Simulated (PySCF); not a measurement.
Species: C₅H₁₃NSSi.
Atom-mapped SMILES: `[CH3:1][N:2]([CH2:3][CH:4]1[CH2:5][CH2:6]1)[SiH2:7][SH:8]`

Cartesian coordinates in Å at the GFN2-xTB level; atoms count from 1:
```
atom  x, y, z in Å
C1     1.4821   -1.0025    1.2435
N2     0.9031    0.1906    0.6678
C3    -0.5125    0.3516    0.9210
C4    -1.3885   -0.5099    0.0389
C5    -1.7907   -0.0118   -1.3158
C6    -2.8078   -0.1042   -0.2200
Si7    1.6130    1.0718   -0.6165
S8     3.7541    0.9175   -0.4619
H9     1.1378   -1.9177    0.7511
H10    2.5659   -0.9516    1.1618
H11    1.2182   -1.0612    2.3020
H12   -0.7034    0.1125    1.9745
H13   -0.7675    1.4009    0.7571
H14   -1.1942   -1.5714    0.1352
H15   -1.4551    0.9709   -1.6111
H16   -1.8462   -0.7154   -2.1324
H17   -3.1614    0.8144    0.2233
H18   -3.5611   -0.8747   -0.2789
H19    1.3149    2.4818   -0.4125
H20    1.3133    0.6378   -1.9858
H21    3.8772   -0.2124   -1.1415
```

NICS is the negative of the GIAO shielding at a point without a nucleus: at the ring centre (0) and 1 Å above and below it (1); zz is the component along the ring normal. Level: GIAO PBE0/pcSseg-1 (PySCF, non-relativistic, gas phase) on the GFN2-xTB geometry, one conformer.

Ring bond lengths (Å), with Mayer bond orders in brackets: C4–C5 1.498 (0.95), C5–C6 1.498 (0.97), C6–C4 1.499 (0.96).

Q: What do the NICS probes read (ppm)?

A: 
```json
{"ring": "C4–C5–C6", "type": "3-membered carbocycle; formal bonds all single", "NICS(0)": "-43.7", "NICS(1), two faces": "-8.8 / -8.7", "NICS(1)zz, two faces": "-23.7 / -21.0", "rms pucker (Å)": "0.00", "centre to ring atoms, mean (Å)": "0.87"}
```

Q: What can be read from them?

A: 
- C4–C5–C6: mean NICS(1)zz -22.3 ppm, shielded. C4, C5, C6 have four or more neighbours; no verdict on aromaticity is drawn. NICS(0) lies 35 ppm below the mean NICS(1).

Q: What is the mean of the two in-plane components of NICS at the second NICS(1) probe listed for ring C4–C5–C6, 1 Å off the ring?

A: The isotropic value is a third of the trace: (3 × -8.7 − (-21.0))/2 = -2.5 ppm.

Q: List the ring angles and the Hirshfeld charges of the ring atoms.

A: 
- C4–C5–C6: C4 60.0° (-0.046 e), C5 60.0° (-0.091 e), C6 60.0° (-0.091 e); sum 180.0° against 180° for a flat convex ring.

The run took 1.8 min of wall time on one thread, Intel Xeon at 2.50 GHz (x86_64), no GPU, shared host, and the process peaked at 1.0 GiB of memory. This is the whole shielding run at PBE0/pcSseg-1, SCF included.
